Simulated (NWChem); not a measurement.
Isomers of C₃H₄Cl₂Si, each optimised at PBE0/def2-SVP with NWChem, gas phase unless a solvent is named. Flexible species stand in one conformer each, which need not be the lowest.  Relative energies count from the lowest isomer at each level and are electronic, without zero-point energy, on those geometries.

A: [SiH3]C(Cl)=C=CCl
B: C#C[Si](C)(Cl)Cl
C: [SiH2](C(=C=C)Cl)Cl

Q: Which isomer is lowest, and do the levels agree? Levels: PBE0/def2-SVP; PBE/def2-SVP; B3LYP/def2-SVP; BLYP/def2-SVP; LDA (Slater exchange, VWN5)/def2-SVP; r2SCAN/def2-SVP; CAM-B3LYP/def2-SVP.

A: All put B lowest.
```tsv
quantity	A	B	C
relative energy, PBE0/def2-SVP (kcal/mol)	84.7	0.0	46.9
relative energy, PBE/def2-SVP (kcal/mol)	78.1	0.0	43.0
relative energy, B3LYP/def2-SVP (kcal/mol)	82.1	0.0	45.5
relative energy, BLYP/def2-SVP (kcal/mol)	76.8	0.0	42.4
relative energy, LDA (Slater exchange, VWN5)/def2-SVP (kcal/mol)	76.8	0.0	41.9
relative energy, r2SCAN/def2-SVP (kcal/mol)	85.7	0.0	47.5
relative energy, CAM-B3LYP/def2-SVP (kcal/mol)	85.3	0.0	47.7
```
